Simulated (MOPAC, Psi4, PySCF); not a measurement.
Intermolecular potential of CH4 ··· CHN (SMILES C and C#N). Monomers: optimised at B3LYP-D3(BJ) (def2-TZVP), held rigid. Orientation: a random orientation, not optimised. R is the distance of the centres of mass, along which the second monomer moves.

Geometry at R = 4.11 Å (first 5 atoms: monomer A):
```
8

C      0.0000     0.0000     0.0000
H     -0.6076     0.8840    -0.1887
H     -0.4400    -0.8578    -0.5068
H      0.0388    -0.1919     1.0714
H      1.0087     0.1657    -0.3759
C      3.7195     2.2275    -0.8368
N      3.3639     1.2819    -1.3782
H      4.0505     3.1075    -0.3329
```

PM7, restricted, heats of formation (MOPAC); AM1, restricted, heats of formation (MOPAC); RKS-B3LYP/6-31G* = restricted B3LYP/6-31G*, spherical d, no counterpoise correction run with PySCF 2.14.0; SAPT0/jun-cc-pVDZ, frozen core (Psi4).

Interaction energies in kJ/mol; the last columns give the difference from SAPT0:

| R / Å | PM7 | AM1 | RKS-B3LYP/6-31G* | SAPT0/jun-cc-pVDZ | PM7 − SAPT0/jun-cc-pVDZ | AM1 − SAPT0/jun-cc-pVDZ | RKS-B3LYP/6-31G* − SAPT0/jun-cc-pVDZ |
|---|---|---|---|---|---|---|---|
| 3.53 | 1.67 | 10.94 | 3.71 | 5.01 | -3.34 | 5.93 | -1.30 |
| 3.73 | -1.55 | 5.22 | -0.10 | 0.98 | -2.53 | 4.24 | -1.09 |
| 3.90 | -2.36 | 2.25 | -1.49 | -0.57 | -1.79 | 2.82 | -0.93 |
| 4.11 | -2.42 | 0.61 | -2.05 | -1.29 | -1.13 | 1.91 | -0.75 |
| 4.35 | -2.10 | 0.18 | -1.95 | -1.40 | -0.70 | 1.58 | -0.55 |
| 4.49 | -1.89 | 0.14 | -1.73 | -1.32 | -0.57 | 1.45 | -0.42 |
| 4.81 | -1.45 | 0.08 | -1.13 | -1.03 | -0.42 | 1.11 | -0.10 |
| 5.07 | -1.17 | 0.02 | -0.71 | -0.80 | -0.37 | 0.83 | 0.09 |
| 5.65 | -0.68 | -0.04 | -0.23 | -0.45 | -0.24 | 0.41 | 0.22 |
| 6.28 | -0.38 | -0.04 | -0.10 | -0.24 | -0.14 | 0.20 | 0.14 |
| 7.30 | -0.24 | -0.02 | -0.05 | -0.10 | -0.14 | 0.08 | 0.05 |
| 8.63 | -0.06 | -0.01 | -0.02 | -0.04 | -0.02 | 0.03 | 0.02 |

PM7 is furthest from SAPT0/jun-cc-pVDZ at 3.53 (-3.34 kJ/mol, below); its mean absolute difference over the points is 0.95 kJ/mol.

AM1 is furthest from SAPT0/jun-cc-pVDZ at 3.53 (5.93 kJ/mol, above); its mean absolute difference over the points is 1.72 kJ/mol.

RKS-B3LYP/6-31G* is furthest from SAPT0/jun-cc-pVDZ at 3.53 (-1.30 kJ/mol, below); its mean absolute difference over the points is 0.47 kJ/mol.
